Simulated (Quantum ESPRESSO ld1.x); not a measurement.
Results of a calculation; reference values are marked as such.
Question: The aim is neutral carbon in [He] 2s2 2p2. What will ld1.x (Quantum ESPRESSO 7.5) do with this input?

```
 &input
    zed=6.0,
    iswitch=1,
    rel=2,
    dft='PZ',
    config='[He] 2s2 2p2',
    lsmall=.true.,
    zval=1,
    prefix='ld1',
    max_out_wfc=37,
    file_charge='ld1.rho',
 /
```

Answer: Refused. The program stops in ld1_readin with "reading input namelist": the namelist holds a keyword that &input does not know.

Output (excerpt):

```
     Program LD1 v.7.5 starts

 %%%%%%%%%%%%%%%%%%%%%%%%%%%%%%%%%%%%%%%%%%%%%%%%%%%%%%%%%%%%%%%%%%%%%%%%%%%%%%
     Error in routine ld1_readin (5010):
     reading input namelist
 %%%%%%%%%%%%%%%%%%%%%%%%%%%%%%%%%%%%%%%%%%%%%%%%%%%%%%%%%%%%%%%%%%%%%%%%%%%%%%

     stopping ...
```

Run on one thread of a shared host, so times are rough (Intel(R) Xeon(R) Processor @ 2.60GHz): 0.15 s of CPU time, 0.72 s wall.
